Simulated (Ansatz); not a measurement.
Task: Name a neutral molecule of C, O, Si and H with size of the dipole moment (PBE/def2-TZVPP) between 1.05 and 1.35 D and HOMO–LUMO gap (B3LYP/def2-TZVPP) between 6.95 and 7.25 eV (Ansatz, PBE0-D4/def2-TZVP geometry).

Result: `C=C[Si](O)(O)O[SiH3]` (1.18 D, 7.15 eV); `C=C[Si](O)(O)O` (1.21 D, 7.13 eV); `C[Si](C)(O)[SiH3]` (1.11 D, 7.15 eV). Other molecules can fit too; these were computed, each in one conformer that needn't be the lowest.

B3LYP here is the variant with VWN-RPA as its local correlation; programs differ in this.
